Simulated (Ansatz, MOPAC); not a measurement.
Species: ZnH, charge 1, multiplicity 1. SMILES: [ZnH+]

Atoms: Zn1, H2. Bonds: Zn1-H2.

Bond lengths (Å) and angles (degrees) optimised at PM7 with MOPAC; HF/STO-3G with Ansatz (a quantum-chemistry and plane-wave program); HF/6-31G* with LANL2DZ past Ar with Ansatz; PBE/6-31G* with LANL2DZ past Ar with Ansatz; B3LYP/6-31G* with LANL2DZ past Ar with Ansatz; MP2/6-31G* with LANL2DZ past Ar with Ansatz, each started from the B3LYP-D3(BJ)/def2-TZVP structure (Ansatz) of the last column. A row stands for all coordinates that are equal there. 6-31G* holds six Cartesian d functions.

| coordinate | PM7 | HF/STO-3G | HF/6-31G* with LANL2DZ past Ar | PBE/6-31G* with LANL2DZ past Ar | B3LYP/6-31G* with LANL2DZ past Ar | MP2/6-31G* with LANL2DZ past Ar | B3LYP-D3(BJ)/def2-TZVP |
|---|---|---|---|---|---|---|---|
| Zn1-H2 | 1.421 | 1.465 | 1.560 | 1.586 | 1.574 | 1.563 | 1.538 |

Mean signed difference of all 1 bond lengths from B3LYP-D3(BJ)/def2-TZVP: PM7 -0.117 Å, HF/STO-3G -0.073 Å, HF/6-31G* with LANL2DZ past Ar 0.022 Å, PBE/6-31G* with LANL2DZ past Ar 0.047 Å, B3LYP/6-31G* with LANL2DZ past Ar 0.036 Å, MP2/6-31G* with LANL2DZ past Ar 0.025 Å.
